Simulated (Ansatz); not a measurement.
CsI, SMILES [I][Cs].

The structure is a stationary point at PBE-D3(BJ)/def2-TZVPD. The def2 effective core potentials stand for the cores of Cs, I; spin–orbit coupling is left out.

Two levels are set side by side: PBE/def2-TZVPD (Ansatz, a quantum-chemistry and plane-wave program) and CAM-B3LYP/def2-TZVPD (Ansatz). Energy differences of separate SCF runs at the same geometry; the states with an electron removed or added have multiplicity 2 and 2. Differences are taken from unrounded values.

| quantity | CAM-B3LYP |
|---|---|
| vertical ionisation energy (eV) | 7.52 |
| vertical electron affinity (eV) | 0.56 |
| vertical singlet–triplet gap (eV) | 3.92 |

Task: What does PBE give, and how far is it from CAM-B3LYP? (The exact figures need the calculation; the answer reports its results.)

Result: 
| quantity | PBE | PBE minus CAM-B3LYP |
|---|---|---|
| vertical ionisation energy (eV) | 7.55 | 0.03 |
| vertical electron affinity (eV) | 0.60 | 0.04 |
| vertical singlet–triplet gap (eV) | 3.85 | -0.07 |
